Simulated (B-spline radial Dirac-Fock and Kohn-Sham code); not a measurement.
Binding energies of Ba⁴³⁺

System: Ba⁴³⁺, configuration [Ne] 3s2 3p1; nuclear rms radius 4.8378 fm (A = 138).

The computed values come from a B-spline atomic structure program: Dirac-Fock ΔSCF + Breit + QED. Correlation and solid-state effects are left out. Energies are counted from the vacuum level.

All terms are in eV, carry their sign (relaxation lowers the binding energy) and add up to the binding energy; ⟨r⟩ is the mean radius of the orbital in the initial state.

```
subshell  −ε (Koopmans)  relaxation   Breit  self-energy  vacuum polarisation  binding energy  ⟨r⟩ (bohr)
      1s        40472.5      -24.92  -91.17       -55.15                 7.99         40309.3       0.026
      2s         8709.7       -4.04   -9.36        -7.30                 0.98          8690.0       0.107
   2p1/2         8372.8       -5.81  -15.37         0.35                -0.01          8352.0       0.090
   2p3/2         7976.9       -5.10   -9.90        -0.32                -0.05          7961.6       0.096
      3s         3465.7       -0.33   -2.25        -1.94                 0.25          3461.4       0.261
      3p         3299.9       -0.35   -2.70        -0.06                -0.01          3296.8       0.255
```

For the deepest level, K (1s), the Breit terms make up -0.226 % of the binding energy, QED -0.117 % and orbital relaxation -0.062 %.

Going to the tabulated ground configuration of the next ion removes an electron from M2,3 (3p), computed at 3296.8 eV. NIST lists 3363 ± 4 eV as the ionisation energy of this species (theoretical), +66.20 eV from the computed value. Where a p, d or f shell is open in either ion the computed value averages over both j values and all terms, while the table refers to the lowest levels; that difference holds spin-orbit splitting (largest in heavy or highly charged ions), term energies where several electrons share open shells, and correlation, and it can reach 10 % or more.
